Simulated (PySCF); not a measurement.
Mapped SMILES: `[SiH3:1][c:2]1[o:3][c:4]2[cH:5][cH:6][cH:7][cH:8][c:9]2[p:10]1`; H(Xn) means a hydrogen on atom n.

Theory: shieldings: GIAO PBE0/pcSseg-1, GFN2-xTB geometry, in PySCF (non-relativistic Hamiltonian, one conformer, gas phase, rapidly exchanging positions averaged).

Chemical shifts δ = σref − σ; 13C (σref 186.93) vs TMS, all at this level.

Do the 13C shifts follow the atomic charges (in e)? Tabulate both.

## Answers


```
atoms  hybridisation  δ (ppm)  σ para (ppm)  Hirshfeld    IAO  Mulliken  ESP-fitted
   C2            sp2    208.3          -283      -0.08  -0.32     -0.37       -0.05
   C4            sp2    168.2          -237      +0.07  +0.19     +0.32       +0.30
   C9            sp2    147.8          -231      -0.08  -0.24     -0.53       +0.13
   C8            sp2    134.6          -198      -0.05  -0.14     -0.01       -0.25
   C6            sp2    132.0          -199      -0.04  -0.15     -0.08       -0.05
   C7            sp2    127.7          -195      -0.05  -0.16     -0.08       -0.25
   C5            sp2    119.3          -185      -0.06  -0.18     -0.05       -0.35
```

Correlation coefficients of δ with charge over these carbons: Hirshfeld +0.07, IAO -0.09, Mulliken -0.23, ESP-fitted +0.52; with the paramagnetic shielding -0.98. With so few points these coefficients are fragile. Charge is one influence among several: hybridisation and low-lying excitations act through the paramagnetic term.

Shifts are as computed. Against solution values, carbons near 30 ppm lie about +3 ppm off and those near 130 ppm about +5 ppm. Of 1211 compounds with measured shifts, 218 miss one by over three times the rms of a fit or turn the order of signals round; such compounds aren't used in these exercises.
